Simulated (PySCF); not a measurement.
Constitutional and geometric isomers with formula CH4N2Si. Gas-phase values, no solvent. One relaxed conformer stands for each flexible species; it need not be the lowest. Strings in code marks are SMILES.

The LUMO from two functionals at the same geometries (B3LYP-D3(BJ)/def2-TZVP), both in PySCF: PBE-D3(BJ)/def2-TZVP and B3LYP-D3(BJ)/def2-TZVP. B3LYP has the VWN-RPA correlation part, as in Gaussian. 

```json
[
 {"species": "`N=C=[SiH]N`", "B3LYP-D3(BJ)/def2-TZVP (eV)": "-1.77"},
 {"species": "`[SiH](/C=N\\[H])=N\\[H]` (N–C–Si–N torsion 0°)", "B3LYP-D3(BJ)/def2-TZVP (eV)": "-2.66"},
 {"species": "`N(C#N)[SiH3]`", "B3LYP-D3(BJ)/def2-TZVP (eV)": "-0.76"},
 {"species": "`N#C[SiH2]N`", "B3LYP-D3(BJ)/def2-TZVP (eV)": "-0.99"},
 {"species": "`[SiH3]N=C=N`", "B3LYP-D3(BJ)/def2-TZVP (eV)": "-0.07"},
 {"species": "`[H]/N=C\\N=[SiH2]` (N–C–N–Si torsion 87°)", "B3LYP-D3(BJ)/def2-TZVP (eV)": "-2.46"}
]
```

Question: What does PBE-D3(BJ)/def2-TZVP give for each?

Answer: 
- `N=C=[SiH]N`: -2.30
- `[SiH](/C=N\[H])=N\[H]` (N–C–Si–N torsion 0°): -3.36
- `N(C#N)[SiH3]`: -1.35
- `N#C[SiH2]N`: -1.67
- `[SiH3]N=C=N`: -0.80
- `[H]/N=C\N=[SiH2]` (N–C–N–Si torsion 87°): -3.08
Over these rows, drawn at random from the members with no instability flagged (it was tested for open shells, ions and some series alone), PBE minus B3LYP-D3(BJ): mean -0.64 eV, from -0.73 eV to -0.52 eV.
